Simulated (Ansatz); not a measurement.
Ansatz (a quantum-chemistry and plane-wave program) job for C4H5, SMILES C=[C]C=C (connectivity only; charge and spin as stated), charge +1, multiplicity 1, PBE0-D3(BJ)/def2-SVP. 

Ansatz 0.2 input:
```yaml
crystal:
  periodic: [false, false, false]
  atoms:
    - {symbol: C, position_ang: [-0.16832031, -1.83570023, -0.00000000]}
    - {symbol: C, position_ang: [0.14836875, -0.61651756, 0.00000000]}
    - {symbol: C, position_ang: [0.51959444, 0.70108667, -0.00000000]}
    - {symbol: C, position_ang: [-0.39813250, 1.70172569, 0.00000000]}
    - {symbol: H, position_ang: [-0.32130048, -2.42973707, 0.89729878]}
    - {symbol: H, position_ang: [-0.32130049, -2.42973708, -0.89729877]}
    - {symbol: H, position_ang: [1.58407961, 0.91670716, -0.00000000]}
    - {symbol: H, position_ang: [-1.46077565, 1.50155555, -0.00000000]}
    - {symbol: H, position_ang: [-0.08976529, 2.73764400, -0.00000000]}
basis:
  gaussian:
    orbitals: def2-SVP
hamiltonian:
  xc: pbe0
  dispersion: d3bj
total_charge: 1
relax: {f_tol: 0.002, max_steps: 200}
```

Output:

```
WARN ansatz: RAYON_NUM_THREADS=1 ignored (pool sized by the plan → 1); use --threads N
Functional definition: PBE0
integrals: 0.03 GiB planned
936 factors; integrals over basis functions are off by at most 4.1e-4 eV
mean field: 0.24 GiB planned
mean field evaluation 1: about -4203.8564 eV, gradient 5.0e1 eV
mean field evaluation 2: about -4205.8663 eV, gradient 4.2e1 eV
mean field evaluation 4: about -4210.5665 eV, gradient 2.7e0 eV
mean field evaluation 8: about -4210.5804 eV, gradient 6.4e-2 eV
mean field -4210.58045103 eV, -154.7359775413 hartree, gradient 6.4e-5 eV, S^2 0.000000; 0 other end points of the search recorded, 0 dependent functions left out
the calculation of the forces begins
reference -4210.58047109 eV, -154.7359782787 hartree; 14, 14 occupied and 67, 67 virtual orbitals, 936 factors
relax step   1: F+E_penalty+E_count = -4210.70657348 eV  Δ(F+E_penalty+E_count) = +0.000e0 eV  max|allowed force component| = 1.282e0 eV/Å  Δτ_max = 0.0000 Å  (26 SCF iters, accepted)
these checks for a lower state are left out or cut short: starts, cluster_reference, orbital_swaps, neighbouring_geometries, increment
integrals: 0.03 GiB planned
936 factors; integrals over basis functions are off by at most 4.2e-4 eV
mean field: 0.24 GiB planned
mean field evaluation 16: about -4210.6274 eV, gradient 1.9e0 eV
mean field -4210.63361418 eV, -154.7379312512 hartree, gradient 2.6e-5 eV, S^2 0.000000; 0 other end points of the search recorded, 0 dependent functions left out
the calculation of the forces begins
reference -4210.63363425 eV, -154.7379319888 hartree; 14, 14 occupied and 67, 67 virtual orbitals, 936 factors
relax step   2: F+E_penalty+E_count = -4210.75940688 eV  Δ(F+E_penalty+E_count) = -5.283e-2 eV  max|allowed force component| = 5.165e-1 eV/Å  Δτ_max = 0.0235 Å  (28 SCF iters, accepted)
these checks for a lower state are left out or cut short: starts, cluster_reference, orbital_swaps, neighbouring_geometries, increment
integrals: 0.03 GiB planned
936 factors; integrals over basis functions are off by at most 4.3e-4 eV
mean field: 0.24 GiB planned
mean field -4210.50083439 eV, -154.7330516839 hartree, gradient 9.0e-5 eV, S^2 0.000000; 0 other end points of the search recorded, 0 dependent functions left out
the calculation of the forces begins
reference -4210.50085473 eV, -154.7330524315 hartree; 14, 14 occupied and 67, 67 virtual orbitals, 936 factors
relax step   3: F+E_penalty+E_count = -4210.62679249 eV  Δ(F+E_penalty+E_count) = +1.326e-1 eV  max|allowed force component| = 1.719e0 eV/Å  Δτ_max = 0.1246 Å  (27 SCF iters, rejected (line search))
these checks for a lower state are left out or cut short: starts, cluster_reference, orbital_swaps, neighbouring_geometries, increment
integrals: 0.03 GiB planned
936 factors; integrals over basis functions are off by at most 4.2e-4 eV
mean field: 0.24 GiB planned
mean field evaluation 32: about -4210.6473 eV, gradient 2.5e-5 eV
mean field -4210.64733593 eV, -154.7384355160 hartree, gradient 2.5e-5 eV, S^2 0.000000; 0 other end points of the search recorded, 0 dependent functions left out
the calculation of the forces begins
reference -4210.64735595 eV, -154.7384362520 hartree; 14, 14 occupied and 67, 67 virtual orbitals, 936 factors
relax step   4: F+E_penalty+E_count = -4210.77353709 eV  Δ(F+E_penalty+E_count) = -1.413e-2 eV  max|allowed force component| = 9.640e-2 eV/Å  Δτ_max = 0.0491 Å  (26 SCF iters, accepted)
these checks for a lower state are left out or cut short: starts, cluster_reference, orbital_swaps, neighbouring_geometries, increment
integrals: 0.03 GiB planned
936 factors; integrals over basis functions are off by at most 4.2e-4 eV
mean field: 0.24 GiB planned
mean field -4210.64868486 eV, -154.7384850884 hartree, gradient 2.4e-5 eV, S^2 0.000000; 0 other end points of the search recorded, 0 dependent functions left out
the calculation of the forces begins
reference -4210.64870491 eV, -154.7384858251 hartree; 14, 14 occupied and 67, 67 virtual orbitals, 936 factors
relax step   5: F+E_penalty+E_count = -4210.77495147 eV  Δ(F+E_penalty+E_count) = -1.414e-3 eV  max|allowed force component| = 6.243e-2 eV/Å  Δτ_max = 0.0112 Å  (27 SCF iters, accepted)
these checks for a lower state are left out or cut short: starts, cluster_reference, orbital_swaps, neighbouring_geometries, increment
integrals: 0.03 GiB planned
936 factors; integrals over basis functions are off by at most 4.2e-4 eV
mean field: 0.24 GiB planned
mean field -4210.64902914 eV, -154.7384977404 hartree, gradient 2.4e-5 eV, S^2 0.000000; 0 other end points of the search recorded, 0 dependent functions left out
the calculation of the forces begins
reference -4210.64904918 eV, -154.7384984768 hartree; 14, 14 occupied and 67, 67 virtual orbitals, 936 factors
relax step   6: F+E_penalty+E_count = -4210.77534796 eV  Δ(F+E_penalty+E_count) = -3.965e-4 eV  max|allowed force component| = 2.099e-2 eV/Å  Δτ_max = 0.0048 Å  (27 SCF iters, accepted)
these checks for a lower state are left out or cut short: starts, cluster_reference, orbital_swaps, neighbouring_geometries, increment
integrals: 0.03 GiB planned
936 factors; integrals over basis functions are off by at most 4.2e-4 eV
mean field: 0.24 GiB planned
mean field -4210.64905187 eV, -154.7384985759 hartree, gradient 4.0e-5 eV, S^2 0.000000; 0 other end points of the search recorded, 0 dependent functions left out
the calculation of the forces begins
reference -4210.64907191 eV, -154.7384993124 hartree; 14, 14 occupied and 67, 67 virtual orbitals, 936 factors
relax step   7: F+E_penalty+E_count = -4210.77535669 eV  Δ(F+E_penalty+E_count) = -8.733e-6 eV  max|allowed force component| = 8.330e-3 eV/Å  Δτ_max = 0.0016 Å  (21 SCF iters, accepted)
these checks for a lower state are left out or cut short: starts, cluster_reference, orbital_swaps, neighbouring_geometries, increment
integrals: 0.03 GiB planned
936 factors; integrals over basis functions are off by at most 4.2e-4 eV
mean field: 0.24 GiB planned
mean field -4210.64905473 eV, -154.7384986810 hartree, gradient 1.4e-5 eV, S^2 0.000000; 0 other end points of the search recorded, 0 dependent functions left out
the calculation of the forces begins
reference -4210.64907477 eV, -154.7384994175 hartree; 14, 14 occupied and 67, 67 virtual orbitals, 936 factors
relax step   8: F+E_penalty+E_count = -4210.77535775 eV  Δ(F+E_penalty+E_count) = -1.057e-6 eV  max|allowed force component| = 5.942e-4 eV/Å  Δτ_max = 0.0005 Å  (20 SCF iters, accepted)
integrals: 0.03 GiB planned
936 factors; integrals over basis functions are off by at most 4.2e-4 eV
mean field: 0.24 GiB planned
mean field evaluation 64: about -4210.6490 eV, gradient 1.2e-1 eV
mean field -4210.64905473 eV, -154.7384986810 hartree, gradient 1.4e-5 eV, S^2 0.000000; 1 other end points of the search recorded, 0 dependent functions left out
the calculation of the forces begins
reference -4210.64907477 eV, -154.7384994175 hartree; 14, 14 occupied and 67, 67 virtual orbitals, 936 factors
Total energy: -4210.77537779 eV, -154.7431409676 hartree
Atom 0 at    -0.189845    -1.845570     0.000000 Å, force     0.000056     0.000074     0.000000 eV/Å
Atom 1 at     0.165914    -0.615169     0.000000 Å, force    -0.000087    -0.000594    -0.000000 eV/Å
Atom 2 at     0.561341     0.699975     0.000000 Å, force    -0.000227     0.000006     0.000000 eV/Å
Atom 3 at    -0.398810     1.678564    -0.000000 Å, force     0.000401     0.000116     0.000000 eV/Å
Atom 4 at    -0.345994    -2.389780     0.945572 Å, force     0.000040     0.000105    -0.000115 eV/Å
Atom 5 at    -0.345994    -2.389780    -0.945572 Å, force     0.000040     0.000105     0.000115 eV/Å
Atom 6 at     1.631551     0.940785    -0.000000 Å, force    -0.000054     0.000125     0.000000 eV/Å
Atom 7 at    -1.465898     1.429172     0.000000 Å, force    -0.000115     0.000047     0.000000 eV/Å
Atom 8 at    -0.119816     2.738831     0.000000 Å, force    -0.000055     0.000017    -0.000000 eV/Å
Dipole moment:    -0.130308     0.052512     0.000000 e Å
```

The calculation finished and met its thresholds.
